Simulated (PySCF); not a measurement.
Correlation energy of Se²⁺ (selenium, charge +2)

[Ar] 3d10 4s2 4p2, high-spin 3P determinant. Calculation: PySCF 2.14, in x2c-TZVPPall with one added diffuse shell each of s, p, d type (7s6p5d1f, 57 functions); scalar relativity by spin-free X2C-1e. Frozen: [Ar] 3d10; 4 electrons correlated.

MP2 pair energies summed by pair of shells (mhartree):

```tsv
pair	energy	share (%)
4s-4p	-35.66	62.6
4s-4s	-15.67	27.5
4p-4p	-5.61	9.9
```

Total MP2 correlation energy: -56.94 mhartree.

Same-spin part -9.29 and opposite-spin part -47.65 mhartree; SCS-MP2 scales them by 1/3 and 6/5 to -60.28 mhartree.
